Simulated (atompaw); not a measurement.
## LDA (PW92) PAW (atompaw) dataset for Nd (Z = 60), scalar-relativistic all-electron reference.

Nd (Z = 60), PAW, made with atompaw 4.2.0.5 (LDA (PW92), scalar-relativistic). Core [Kr] 4d10, reference 4f4 5s2 5p6 5d0 6s0 6p0 (charge +2). Waves: 5s (bound): rc 2.60 bohr; 6s (bound, empty): rc 2.55 bohr; 5p (bound): rc 2.35 bohr; 6p (bound, empty): rc 2.75 bohr; 5d (bound, empty): rc 2.75 bohr; 5d channel at 4.2 Ry: rc 2.60 bohr; 4f (bound): rc 1.25 bohr; 4f channel at -0.65 Ry: rc 1.25 bohr. Local part: bessel scheme, radius 2.15 bohr. Core correction: smooth core density matched at 1.55 bohr. Augmentation charge: sinc compensation charge, radius 2.00 bohr; PAW radius 2.75 bohr; waves and projectors: modrrkj vanderbiltortho.

All-electron outer shells of the reference configuration (LDA (PW92), scalar-relativistic, ld1.x):

```tsv
shell	level (eV)	outermost node (bohr)	outermost maximum (bohr)
4p	-238.36	0.32	0.59
4d	-129.49	0.29	0.62
5s	-53.65	0.72	1.32
5p	-35.15	0.77	1.50
4f	-14.86	–	0.67
5d	-13.71	0.88	2.10
6s	-13.41	1.74	3.30
6p	-9.50	2.05	3.98
```

Calculated quality:

```json
{"Cutoffs needed": "80 Ry and 100 Ry (the cutoffs (Ry, on a coarse ladder) from which the occupation-weighted sum of valence levels, in a spherical-Bessel basis at the reference potential, stays within 10 and 1 mRy of its value at 400 Ry)", "Ghost test": "no extra level below or beside the all-electron valence levels (s, p, d, f tested) (spherical-Bessel basis up to 400 Ry, 20 bohr box)", "Lowest eigenvalue of the overlap operator": "0.01 (f channel)", "Overlap eigenvalues printed by atompaw (projector basis)": "0.0168, 0.672, 0.863, 1.18, 2.45, 9.76, 10.1, 51.9", "Share of each valence orbital outside the PAW sphere": "5s 2 %, 6s 79 %, 5p 6 %, 6p 90 %, 5d 37 %, 4f 3 %"}
```

Generation and tests took about 5.8 s on one core of a shared server CPU.
